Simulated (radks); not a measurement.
Q: The mean radii <r> (bohr) of the occupied orbitals of an atom or ion are listed with their occupations. Method: scalar-relativistic Kohn-Sham, PBE, spin-polarised, spherical densities, finite nucleus; Fermi nuclear charge, rms radius of each element as measured or else 0.836 A^(1/3) + 0.57 fm; computed with a radial shooting solver on a logarithmic mesh with Libxc functionals.

| orbital | occ. | <r> |
|---|---|---|
| 1s up | 1 | 0.01804 |
| 1s down | 1 | 0.01804 |
| 2s up | 1 | 0.07623 |
| 2s down | 1 | 0.07623 |
| 2p up | 3 | 0.06835 |
| 2p down | 3 | 0.06835 |
| 3s up | 1 | 0.1975 |
| 3s down | 1 | 0.1974 |
| 3p up | 3 | 0.1979 |
| 3p down | 3 | 0.1979 |
| 3d up | 5 | 0.1793 |
| 3d down | 5 | 0.1792 |
| 4s up | 1 | 0.4398 |
| 4s down | 1 | 0.4399 |
| 4p up | 3 | 0.4673 |
| 4p down | 3 | 0.4673 |
| 4d up | 5 | 0.4974 |
| 4d down | 5 | 0.4974 |
| 5s up | 1 | 1.022 |
| 5s down | 1 | 1.016 |
| 4f up | 7 | 0.5662 |
| 5p up | 3 | 1.182 |
| 4f down | 6 | 0.5638 |
| 5p down | 3 | 1.175 |
| 5d up | 5 | 1.712 |
| 6s up | 1 | 2.800 |
| 6s down | 1 | 2.976 |
| 6p up | 1 | 3.995 |

Name the element and its charge. Open shells, if any, are filled with parallel spins first.

A: Z = 75, rhenium, charge 0: Re in [Xe] 4f13 5d5 6s2 6p1. The 1s radius gives Z: for a bare nucleus <r> = (2 gamma + 1)/(2Z) with gamma = sqrt(1 - (Z/c)^2), 0.01783 bohr for Z = 75, and screening makes it slightly larger (0.01804 here). The occupations add up to 75, and the charge is Z minus that.
